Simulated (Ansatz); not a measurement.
Geometry optimisation, Ansatz, UKS r2SCANh-D4/def2-SVP.

The input (input.yaml):

```yaml
crystal:
  periodic: [false, false, false]
  atoms:
    - { symbol: Ge, position_ang: [0.000308, 0.0, -0.01913] }
    - { symbol: H, position_ang: [0.000143, 0.0, 1.522129] }
    - { symbol: F, position_ang: [1.582192, 0.0, -0.667472] }
    - { symbol: F, position_ang: [-0.790506, 1.36985, -0.667791] }
    - { symbol: F, position_ang: [-0.790506, -1.36985, -0.667791] }
    - { symbol: H, position_ang: [-3.0e-05, 0.0, 3.381855] }
magnetization:
  spin_polarized: true
  initial_magnetization: 1
basis:
  gaussian: { orbitals: def2-SVP }
hamiltonian:
  xc: r2scanh
  dispersion: d4
relax:
  f_tol: 0.03
  max_steps: 50
```

Run as:

```bash
$ ansatz run input.yaml --threads 4 --pin off --max-ram 5120MiB --backend cpu --events-out ev --progress --plain --runs-dir out
```

Where does it end, and by what steps?

The forces met the threshold. The force dipped under the threshold on the way, but the program's further checks kept it going. After 4 steps the energy has fallen by 0.003 eV; H6 moved furthest, 0.04 Å.

```
step  energy less start (eV)  largest force component (eV/Å)  accepted
   0                  0.0000                           0.379       yes
   1                 -0.0026                           0.062       yes
   2                 -0.0026                           0.011       yes
   3                 -0.0027                           0.020       yes
   4                 -0.0028                           0.023       yes
```

```xyz
6
Properties=species:S:1:pos:R:3
Ge 0.000 0.000 -0.005
H 0.000 0.000 1.521
F 1.581 0.000 -0.660
F -0.790 1.369 -0.660
F -0.790 -1.369 -0.660
H 0.000 0.000 3.346
```

The run took 16 s on 4 threads of Intel(R) Xeon(R) Platinum 8488C (Sapphire Rapids) (shared host), peak memory 0.32 GiB.
